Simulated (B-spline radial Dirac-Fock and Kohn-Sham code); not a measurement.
ΔSCF core binding energies without Breit or QED terms, calculated with an atomic code on a B-spline grid.

A sound run for the Rh atom, configuration [Kr] 4d8 5s1: The ground state converged in 10 iterations, with total energy -4782.64583 Ha, virial ratio 1.95904 and highest orbital energy -6.21 eV. ΔSCF binding energies: K (1s) 23296.1 eV, L3 (2p3/2) 3018.2 eV. Holes are computed only in closed shells, and unreliable hole states are left out.

A second run, with one unsound setting: The ground state converged in 10 iterations, with total energy -4519.97974 Ha, virial ratio 2.05123 and highest orbital energy -5.53 eV. ΔSCF binding energies: K (1s) 20266.5 eV, L3 (2p3/2) 3040.4 eV. Holes are computed only in closed shells, and unreliable hole states are left out.

```
iter   energy (Ha)        error
   1    -4516.37687112  1.89e+00
   2    -4517.79043521  2.95e-01
   3    -4519.90219850  3.96e-02
   4    -4519.97511101  8.59e-03
   5    -4519.97928139  3.34e-03
   6    -4519.97958678  2.82e-03
   7    -4519.97973700  5.83e-04
   8    -4519.97974403  9.05e-05
   9    -4519.97974458  1.39e-05
  10    -4519.97974458  2.29e-07
```

Question: Which fault fits the second run best?
A. damping too heavy
B. nuclear radius in wrong units
C. speed of light below Z
D. tolerance below the noise

Answer: B. The input had radius_factor = 100.0: radius_factor inflates the nucleus far beyond its size, which weakens the binding of the inner electrons.
